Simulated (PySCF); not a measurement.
**Vertical excitation energies**

Species: C6H9NS.
InChI=1S/C6H9NS/c1-3-4-6(5-7)8-2/h3,6H,1,4H2,2H3/t6-/m0/s1

The calculation used PySCF 2.14.0, density-fitted response routines, TDDFT wB97X-D/def2-SVPD, vertical, gas phase, core orbitals frozen in the response. The structure is a single PBE0-D3(BJ)/def2-SVP conformer in the gas phase; no vibrational or solvent corrections. Torsions of this conformer, `[CH2:1]=[CH:2][CH2:3][C@@H:4]([C:5]#[N:6])[S:7][CH3:8]`: C1–C2–C3–C4 117°, C2–C3–C4–C5 60°, C3–C4–S7–C8 -68°.

Question: What does the calculation give for the low-lying excited states?

Answer: 

```tsv
state	E (eV)	λ (nm)	ν̃ (cm⁻¹)	f	|μ| (D)	main configurations (H = HOMO, L = LUMO)
S1	5.41	229.2	43630	0.0029	0.38	H→L (56%), H→L+1 (32%)
S2	6.25	198.3	50430	0.021	0.93	H→L+2 (38%), H→L+1 (30%), H→L (16%)
S3	6.82	181.8	55000	0.026	1.00	H→L+2 (44%), H→L+1 (16%), H→L+3 (12%)
S4	7.02	176.7	56590	0.017	0.81	H→L+3 (52%), H→L+4 (12%), H→L+5 (9%)
S5	7.24	171.3	58380	0.343	3.53	H-1→L (57%)
S6	7.48	165.7	60360	0.109	1.96	H→L+4 (37%), H-3→L (14%)
```

The lowest singlet comes at 229 nm (522 kJ/mol) in the ultraviolet; it is very weak; its leading configuration is HOMO→LUMO (56%). The strongest level in the table is S5 at 7.24 eV (171 nm, f = 0.343). Löwdin shares by element: HOMO sulfur 67%, carbon 17% or more (atoms not listed hold the other 16%); LUMO carbon 34% or more, sulfur 23%, nitrogen 9% (atoms not listed hold the other 34%). Of the 6 states listed, 5 reach f = 0.01 and none stays under 0.0005. The oscillator strengths of these states sum to 0.518; summed over the whole spectrum of an exact calculation they would give the number of electrons, 68 (Thomas–Reiche–Kuhn). The listed states span 2.07 eV, and the widest gap between neighbours is 0.84 eV (S1 to S2). No computed singlet lies in the visible range (380 to 750 nm); the lowest, at 229 nm, stands 2.15 eV above its violet end (3.26 eV). The window holds the lowest 6 singlets.

Rough CPU time on one thread of a shared machine: about 2.3 min.
